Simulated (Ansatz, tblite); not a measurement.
Removing an electron: TiH₄. Charge 0, multiplicity 1. Geometry: B3LYP-D4/def2-TZVP. Ansatz, gas phase; energy differences of separate SCF runs; the oxidised species was run as a doublet alone.

```tsv
atom	x (Å)	y (Å)	z (Å)
Ti1	0.0000	0.0000	0.0000
H2	-1.6849	0.1770	0.0352
H3	0.7297	1.5284	0.0530
H4	0.4549	-0.7940	-1.4262
H5	0.5002	-0.9115	1.3381
```

The xTB rows come from tblite. HOMO above LUMO, or a gap near zero within one spin, warns that the state may not be the lowest or that an electron is smeared out.

| level | −HOMO (eV) | vertical IE (eV) | −LUMO (eV) | HOMO–LUMO gap (eV) | remarks |
| --- | --- | --- | --- | --- | --- |
| GFN1-xTB | 11.54 | 14.92 | 9.73 | 1.81 | – |
| GFN2-xTB | 12.04 | 15.02 | 9.86 | 2.18 | – |
| PBE-D4/def2-TZVP | 7.43 | 10.83 | 4.30 | 3.13 | gap within one spin near zero (+1 doublet) |
| r2SCAN-D4/def2-TZVP | 7.80 | 11.03 | 4.07 | 3.73 | – |
| PBE0-D4/def2-TZVP | 8.82 | 11.09 | 2.86 | 5.96 | – |

Relaxing the oxidised species (B3LYP-D4/def2-TZVP) changes its energy by -3.09 eV at PBE-D4/def2-TZVP, so the adiabatic ionisation energy to this nearest minimum is 7.74 eV. At PBE0-D4/def2-TZVP it is 7.40 eV. In the charge 1 doublet, H3 and H4 lie 0.77 Å apart (atoms count from 1), so H2 has formed as a molecule. Run but left out: HF/def2-TZVPP, MP2/def2-TZVPP, CCSD/def2-TZVPP, CCSD(T)/def2-TZVPP (charge +1 doublet: ⟨S²⟩ 1.49, where a pure state has 0.75).  Raw xTB energy differences between charge states are shifted by several eV; the methods need an empirical correction for them.
